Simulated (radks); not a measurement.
Task: Coherent X-ray form factor from a spherical all-electron density. Calculated with a radial shooting solver on a logarithmic mesh with Libxc functionals: scalar-relativistic Kohn-Sham, LDA (Slater exchange, Perdew-Wang correlation), spin-polarised, spherical densities, finite nucleus; Fermi nuclear charge, rms radius of each element as measured or else 0.836 A^(1/3) + 0.57 fm.

| sin(theta)/lambda (1/angstrom) | f0 (electrons) |
|---|---|
| 0.05 | 29.941 |
| 0.1 | 29.766 |
| 0.15 | 29.478 |
| 0.2 | 29.084 |
| 0.25 | 28.594 |
| 0.3 | 28.018 |
| 0.4 | 26.655 |
| 0.5 | 25.094 |
| 0.6 | 23.427 |
| 0.8 | 20.062 |
| 1 | 16.943 |
| 1.25 | 13.599 |
| 1.5 | 10.927 |
| 2 | 7.481 |

The species is in the configuration that NIST lists as its ground one. Which atom or ion scatters so?

Result: The antimony ion Sb21+, [Ar] 3d10 4s2. Extrapolating in s^2 from the first two rows gives f0(0) = 30.0, near the electron count 30; among species with that count, the fall with angle is slower the higher Z, and the table is that of Z = 51; from so few rows the species is fixed only to a neighbour or two.
